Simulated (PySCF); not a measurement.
H₃Si₂, doublet, at a GFN2-xTB geometry.

Input for PySCF:
```python
from pyscf import gto, scf, dft

mol = gto.M(
    atom='''
Si    1.02285006   -0.59715591    0.02160438
Si   -0.90257877    0.47114667   -0.01698289
H     2.02777054    0.52857146   -0.02104512
H    -1.68847796    1.72855621   -0.06337080
H    -2.02309056   -0.49299837    0.01971513
''',
    basis='cc-pvdz',
    spin=1,
    verbose=4,
)

mf = dft.UKS(mol)
mf.xc = 'pbe0'
mf.kernel()
```

Task: What does this run give for the HOMO energy, number of basis functions, total energy, dipole moment, nuclear repulsion energy, Mulliken (on the basis functions themselves) charges in atom order?

Result: 
The HOMO energy is -6.46 eV, the number of basis functions is 51 and the total energy is -580.4274 Eh. The dipole moment is 1.23 D and the nuclear repulsion energy is 69.5371 Eh. The Mulliken (on the basis functions themselves) charges in atom order is Si1 -0.01, Si2 0.10, H3 -0.05, H4 -0.02, H5 -0.02.

These values belong to the state on which the SCF converged, which isn't shown to be the lowest.
